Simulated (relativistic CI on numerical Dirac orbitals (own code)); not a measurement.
# Sensitivity of the levels of Al⁸⁺ to α

These numbers are calculated, not measured: Dirac-Coulomb-Breit CI, KLI orbitals optimised for each configuration, derivatives by finite differences, unscaled Slater integrals, QED left out (own radial code, finite nucleus).

CI space (outside the closed core 1s2): 2s2.2p, 2s.2p2, 2p3, 2p2.3s, 2s2.3s, 2p2.3p, 2s2.3p, 2p2.3d. Levels of other configurations are missing.

With x = (α/α₀)² − 1 an excitation energy changes as ω = ω₀ + qx; K = 2q/ω₀ is the relative enhancement. Terms are leading LS components, so labels can repeat.

Lowest level 2s2.2p 2P°_1/2.

```csv
Level,ω₀ (cm⁻¹),q (cm⁻¹),K
2s2.2p 2P°_3/2,4845,4866,2.01
2s.2p2 4P_1/2,139315,5367,0.077
2s.2p2 4P_3/2,141006,7126,0.101
2s.2p2 4P_5/2,143463,9558,0.133
2s.2p2 2D_5/2,263808,8316,0.063
2s.2p2 2D_3/2,263854,8276,0.0627
2s.2p2 2S_1/2,337419,8115,0.0481
2s.2p2 2P_1/2,361492,7226,0.04
2s.2p2 2P_3/2,364382,9863,0.0541
2p3 4S°_3/2,459229,13590,0.0592
2p3 2D°_5/2,530572,13550,0.0511
2p3 2D°_3/2,530663,13460,0.0507
2p3 2P°_1/2,598067,13560,0.0453
```

At this charge configurations can still be misplaced by up to about 7 % of their energy.
